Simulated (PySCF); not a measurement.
# Polarisability and C₆ of Xe⁺ (xenon, charge +1)

[Kr] 4d10 5s2 5p4 5d1, one real determinant (an excited configuration). Calculation: PySCF 2.14, in aug-cc-pVQZ-PP with one added diffuse shell each of s, p, d, f, g type with ECP28MDF (8s8p6d4f3g, 117 functions); a scalar-relativistic core potential. Coupled (time-dependent) response in atomic units; α is the mean over directions.

```csv
method,mean α (bohr³),"α xx, yy, zz",C₆ (like pair),S(−4)
PBE0,58.37,"74.70, 25.69, 74.70",462.2,5175
```

S(−4) is the Cauchy moment in α(ω) = α(0) + S(−4) ω² + …

Spin-orbit coupling is absent.

α(iu) at PBE0:

```
u (hartree)  α(iu) (bohr³)
          0          58.37
     0.0500          49.01
      0.100          37.35
      0.200          25.27
      0.300          19.05
      0.500          12.25
      0.750          7.877
       1.00          5.474
       1.50          3.113
       2.00          2.048
       3.00          1.124
       5.00         0.5119
```

For an ion, C₆ is the dispersion term alone; charge-induced terms of lower order in 1/R come first.

The components differ because the open shell of this determinant is not spherical; for a pure term their mean is the scalar polarisability.

⟨L²⟩ = 8.04 against 12 for a pure F term, so this real determinant mixes terms. Energies and moments cover only the electrons outside the core potential. The outer electron is Rydberg-like, and this basis confines it to a smaller radius and binds it less than a complete one would.
